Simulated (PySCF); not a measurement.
Al(Cl)(Br)(NH2) (AlBrClH2N), SMILES [NH2][Al]([Cl])[Br].

Geometry optimised at PBE0-D3(BJ)/def2-SVP. The structure was generated by enumeration; whether it is a known compound was not checked. Other conformers were not sampled.

Calculation: PBE/def2-TZVP (PySCF).

Symmetry labels are those of the subgroup Cs that the program uses (full group Cs).

Computed valence orbital energies around the gap with their symmetry:
| orbital | symmetry | energy (eV) |
|---|---|---|
| HOMO−7 | A' | -11.31 |
| HOMO−6 | A' | -9.61 |
| HOMO−5 | A' | -8.98 |
| HOMO−4 | A" | -8.25 |
| HOMO−3 | A' | -7.99 |
| HOMO−2 | A" | -7.58 |
| HOMO−1 | A' | -7.37 |
| HOMO | A" | -6.57 |
| LUMO | A' | -1.58 |
| LUMO+1 | A" | -1.06 |
| LUMO+2 | A' | 0.29 |
| LUMO+3 | A' | 1.05 |
